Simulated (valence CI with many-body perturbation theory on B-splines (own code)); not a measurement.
# Pm XL in brief

Computed by configuration interaction combined with many-body perturbation theory (CI+MBPT): four valence electrons over a frozen Dirac-Fock core [Ar], radial functions for each j: 9 s, 9 p, 10 d, 8 f, 5 g, 3 h, 1 i, with the one-electron correlation potential Σ1, the two-electron term Σ2, the three-electron term Σ3, Breit, model QED; selected CI, second order for the rest (own B-spline code, finite nucleus).

The last digits are not significant, and no measured levels were compared; by estimate large intervals hold to a few tenths of a per cent, small ones and those within an open d or f shell to about a per cent. Only levels of the ground parity were solved; by the run's estimate the other parity begins above the list, which can be wrong where configurations are misplaced.

Levels are named by their leading jj configuration (3d3/2^4 stands for four electrons in 3d with j = 3/2), which in mixed levels can hold well under half, so a name can repeat and another be missing.

Rates and lifetimes use the calculated energies. Strong lines usually hold to 10 to 20 %, long lifetimes can be off by a factor of two.

Problem. What is the ground level?

Solution. (3d3/2^4) J=0, composition 56 % 3d4 3P + 32 % 3d4 5D + 11 % 3d4 1S.

Problem. Name the longest-lived excited levels whose lifetime is computed, and their main decay.

Solution. (3d3/2^2 3d5/2^2) J=6 at 60.44 eV lives 17.4 ms, mostly by M1 to (3d3/2^2 3d5/2^2) J=5. The lifetime of (3d3/2^3 3d5/2) J=4 is too uncertain to give, and may be longer.

Problem. How well does LS coupling describe the low levels?

Solution. Among the lowest 20 levels the leading LS term, summed over configurations, holds 48 % on average. For single configurations the figures are 48 % in LS and 88 % in jj coupling. Terms mix most in the J = 4 level at 31.49 eV, where the leading one holds 30 %.

Problem. What is the ionisation energy?

Solution. 2892.4 eV; NIST lists 2892 ± 4 eV (theoretical).
